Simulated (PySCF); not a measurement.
Isomers of C2H2OSi. Isolated molecules, 0 K electronic values unless said otherwise. Strings in code marks are SMILES.

The HOMO from two functionals at the same geometries (PBE0-D3(BJ)/def2-TZVP), both in PySCF: PBE-D3(BJ)/def2-TZVP and ωB97X-D3(BJ)/def2-TZVP. 

```
species         PBE-D3(BJ)/def2-TZVP (eV)  ωB97X-D3(BJ)/def2-TZVP (eV)
--------------  -------------------------  ---------------------------
`[si]1(=O)cc1`                      -6.53                       -10.37
`C#C[SiH]=O`                        -6.79                       -10.84
`O=C=C=[SiH2]`                      -5.81                        -9.19
```

Over these rows, drawn at random from the members with no instability flagged (it was tested for open shells, ions and some series alone), PBE minus ωB97X-D3(BJ): mean +3.76 eV, from +3.38 eV to +4.05 eV.
